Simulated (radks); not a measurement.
Values are calculated unless marked as measured or tabulated.
Ionisation of Cd23+, [Ar] 3d7, to Cd24+, [Ar] 3d6, under several functionals. Scalar-relativistic Kohn-Sham, spin-polarised, spherical densities, point nucleus; open shells are filled with parallel spins first (spin-orbit coupling, left out, can overturn this in heavy ions); a radial shooting solver on a logarithmic mesh with Libxc functionals. Known Delta-SCF values: LDA (Slater exchange, VWN5 correlation) 1167.4 eV. What does SOGGA give, and what is its highest occupied eigenvalue?

Answer. 1166.6 eV by Delta-SCF; the 3d eigenvalue is -1132.5 eV. NIST: 1167 eV (theoretical).
